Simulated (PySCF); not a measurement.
PySCF input for Si(OH)2(PH2)2 (H₆O₂P₂Si), SMILES O[Si](O)(P)P, SMD-M06-2X/def2-SVP. Geometry: B3LYP-D3(BJ)/def2-SVP. This is a generated structure with no PubChem entry under its InChIKey; it may be hypothetical. The values are those of a single conformer.

```python
import numpy as np
from pyscf import gto, scf, dft
from pyscf.solvent import smd

mol = gto.M(
    atom='''
    O    -0.82699154   -0.83774875    1.50369846
    Si   -0.16940057   -0.33589522    0.05490808
    O    -0.35288229   -1.48125464   -1.14600034
    P     2.08040425   -0.13847870    0.22704324
    P    -1.23694743    1.62744516   -0.33306457
    H    -0.45763163   -1.64657921    1.88123150
    H    -1.25473247   -1.64613963   -1.44921736
    H     2.21809878    0.45228793   -1.06640564
    H     1.99918041    1.11712170    0.90439388
    H    -2.49638564    1.00060151   -0.60038603
    H    -0.84978300    1.64277119   -1.70959460
    ''',
    basis='def2-SVP',
    charge=0,
    spin=0,
    max_memory=1600,
    verbose=3,
)
mf = dft.RKS(mol, xc='m06-2x').density_fit(auxbasis='def2-universal-jkfit')
mf.grids.level = 4
mf.conv_tol = 1e-9
mf.max_cycle = 100
mf.kernel()
res = {}
for name in ['water', 'chloroform', 'benzene']:
    s = mf.SMD()
    s.with_solvent.solvent, s.with_solvent.sasa_ng = name, 194
    s.kernel(mf.make_rdm1())
    res[name] = (s.e_tot, s.with_solvent.get_cds(), s.dip_moment(), s.mo_energy, s.converged)
    print(f'SMD {name}: dG(solv) = {(s.e_tot - mf.e_tot) * 627.509474:.3f} kcal/mol, of which CDS {res[name][1] * 627.509474:.3f}')
```

It prints:

```
converged SCF energy = -1125.81361034008
converged SCF energy = -1125.82655540308
Dipole moment(X, Y, Z, Debye): -1.47849, -1.11738, -1.13408
SMD water: dG(solv) = -8.123 kcal/mol, of which CDS 3.966
converged SCF energy = -1125.82182057784
Dipole moment(X, Y, Z, Debye): -1.34877, -1.11175, -0.96235
SMD chloroform: dG(solv) = -5.152 kcal/mol, of which CDS 0.968
converged SCF energy = -1125.81824074851
Dipole moment(X, Y, Z, Debye): -1.21476, -1.02809, -0.85890
SMD benzene: dG(solv) = -2.906 kcal/mol, of which CDS -0.112
```

The calculation finished and met its thresholds.
